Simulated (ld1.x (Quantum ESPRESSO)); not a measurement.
# An all-electron radial function and its pseudo partner (Ca (Z = 20))

Columns: radius, all-electron u(r) and pseudo u(r) of the 3d shell (level -12.01 eV) of calcium in the configuration [Ne] 3s2 3p6 3d0 4s0.5 4p0; PBE, scalar-relativistic, TM scheme, ld1.x (Quantum ESPRESSO) 7.5.

```csv
r (bohr),all-electron,pseudo
0.120,0.0292,0.0035
0.240,0.1281,0.0271
0.360,0.2563,0.0846
0.480,0.3810,0.1800
0.600,0.4874,0.3056
0.720,0.5718,0.4441
0.840,0.6340,0.5750
0.960,0.6750,0.6801
1.080,0.6980,0.7491
1.200,0.7068,0.7806
1.320,0.7046,0.7806
1.440,0.6941,0.7586
1.560,0.6777,0.7246
1.680,0.6571,0.6865
1.800,0.6337,0.6492
1.920,0.6084,0.6150
2.040,0.5821,0.5841
2.160,0.5554,0.5557
2.280,0.5285,0.5285
2.400,0.5018,0.5018
2.520,0.4756,0.4756
2.640,0.4498,0.4498
2.760,0.4247,0.4247
2.880,0.4004,0.4004
3.000,0.3769,0.3769
3.120,0.3543,0.3543
```

Task: How many radial nodes do the two functions have?

Result: The all-electron 3d function has n − l − 1 = 0; the pseudo-wave has 0.

Task: At about which radius was the pseudo-wave matched?

Result: 2.40 bohr. The columns agree to 0.0005 from 2.16 bohr on; several derivatives are matched, so the curves merge somewhat inside the radius.

Task: Where does each function peak?

Result: Outermost all-electron maximum near 1.20 bohr, pseudo maximum near 1.20 bohr (to the table’s step).

Task: Is the pseudo-wave norm-conserving?

Result: Yes: the TM scheme keeps the norm inside the radius equal to the all-electron one, which fixes the energy derivative of the logarithmic derivative at the level.
